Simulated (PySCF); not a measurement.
**Ga₂: from constants to spectrum**

PBE0 constants of Ga₂, ³Πu (triplet), unpaired electrons σ ↑, π ↑ (basis Ga cc-pVTZ-PP with ECP10; scalar-relativistic core potentials; PySCF 2.14; masses 68.9256 and 68.9256 u):

| Property | Result |
| --- | --- |
| ωe | 162.7 cm⁻¹ |
| ωexe | 0.515 cm⁻¹ |
| Be | 0.06677 cm⁻¹ |
| αe | 0.000330 cm⁻¹ |
| De to Ga + Ga | 1.43 eV |

**Question.** What force constant and bond length do these constants imply?

**Answer.** Reduced mass μred = 34.463 u; k = 5.8918×10⁻⁷·μred·ωe² (u, cm⁻¹, mdyn/Å) = 0.537 mdyn/Å; Re = √(16.8576/(μred·Be)) (u, cm⁻¹, Å) = 2.707 Å.

**Question.** Estimate the centrifugal constant D from the Kratzer relation and find the Dunham coefficient a1.

**Answer.** D = 4Be³/ωe² = 4.5e-08 cm⁻¹; a1 = −1 − αeωe/(6Be²) = -3.01.

Spin–orbit coupling is left out. The state is the lowest determinant that a PBE0 search found; another state may lie lower at other levels.
